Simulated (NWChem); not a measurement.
System: C$_{3}$H$_{5}$FSi; SMILES C#C[Si@H](C)F

Input file for NWChem:

```
start job
memory heap 200 mb stack 900 mb global 1100 mb
geometry units angstroms noautosym nocenter noautoz
  C      0.061167     2.566186    -0.189824
  C     -0.020575     1.373236     0.023304
  Si    -0.102926    -0.419802     0.363253
  C      1.406630    -1.294362    -0.306122
  F     -1.428576    -1.007748    -0.356069
  H      0.124258     3.615476    -0.378674
  H     -0.259334    -0.625052     1.824891
  H      1.508702    -1.135049    -1.385094
  H      2.314924    -0.917141     0.178820
  H      1.348734    -2.373462    -0.123698
end
basis spherical
  * library 6-31g*
end
dft
  xc b3lyp
  iterations 150
end
cosmo
  do_cosmo_smd true
  solvent water
end
task dft energy
```

Geometry: optimised at B3LYP/6-31G* (spherical d). Solvent: water.

Level: B3LYP/6-31G* with SMD (1 M gas to 1 M solution), gas-phase geometry. Reactions with the solvent are ignored.

Task: Give the results of this calculation. (B3LYP/6-31G* (spherical d), SMD on the gas-phase geometry.) Quantities: solvation free energy (kcal/mol); cavity-dispersion-structure term (kcal/mol); dipole in solution (D).

Result: The solvation free energy (kcal/mol) comes out as 1.0 and the cavity-dispersion-structure term (kcal/mol) is 5.9. The dipole in solution (D) is 2.34.
